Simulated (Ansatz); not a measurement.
Pulling on the Pb1–I3 bond in FIPb (SMILES [F][Pb][I]) (multiplicity 1 held, fragments rigid). Energies count from the point at 2.834 Å.
Geometry at that point (charge 0, multiplicity 1):
```xyz
3

Pb     0.54632    -0.46466     0.74032
F      1.67669    -1.49136    -0.64500
I     -1.12998     0.97215    -1.03587
```

Restricted levels (R-, RO-) in cc, def2 and unpolarised 6-31G sets keep to the state of the molecule at rest. U- levels take the lowest unrestricted solution at each point, which mixes spins at long bonds. Levels need not reach the same state.

Frozen-core correlation. Filled d and f shells under p-block atoms count as core.

The values were computed with Ansatz (Gaussian orbitals).  In def2 rows elements past Kr take small-core potentials, without spin–orbit coupling.

Energies in kcal/mol.

| R (Å) | R-HF/def2-SVP | U-MP2/def2-SVP | U-CCSD(T)/def2-SVP | R-CCSDT/def2-SVP |
|---|---|---|---|---|
| 2.267 | 66.2 | 67.2 | 68.0 | 68.1 |
| 2.550 | 12.1 | 12.1 | 12.5 | 12.6 |
| 2.834 | 0.0 | 0.0 | 0.0 | 0.0 |
| 3.117 | 4.3 | 4.6 | 4.2 | 4.1 |
| 3.400 | 14.4 | 15.0 | 14.2 | 14.1 |
| 3.825 | 31.6 | 35.4 | 31.3 | 30.7 |
| 4.250 | 47.2 | 54.5 | 46.9 | 44.9 |
| 4.959 | 67.6 | 63.7 | 60.7 | 59.8 |
| 5.667 | 81.6 | 65.5 | 63.3 | 64.4 |
| 6.517 | 92.4 | 65.7 | 63.6 | 65.2 |
| 7.651 | 100.6 | 65.9 | 63.7 | 65.2 |
| 9.068 | 106.6 | 65.9 | 63.7 | 65.2 |

Doubts at one or more of the structures used: a restricted determinant that unrestricted orbitals would lower (R-HF/def2-SVP, R-CCSDT/def2-SVP); a spin-contaminated determinant (U-MP2/def2-SVP, U-CCSD(T)/def2-SVP); T1 above 0.05 (U-CCSD(T)/def2-SVP, R-CCSDT/def2-SVP); the program's own flag: other amplitudes (U-CCSD(T)/def2-SVP); other coupled-cluster roots lie near (R-CCSDT/def2-SVP).

Ansatz is a program for electronic structure.
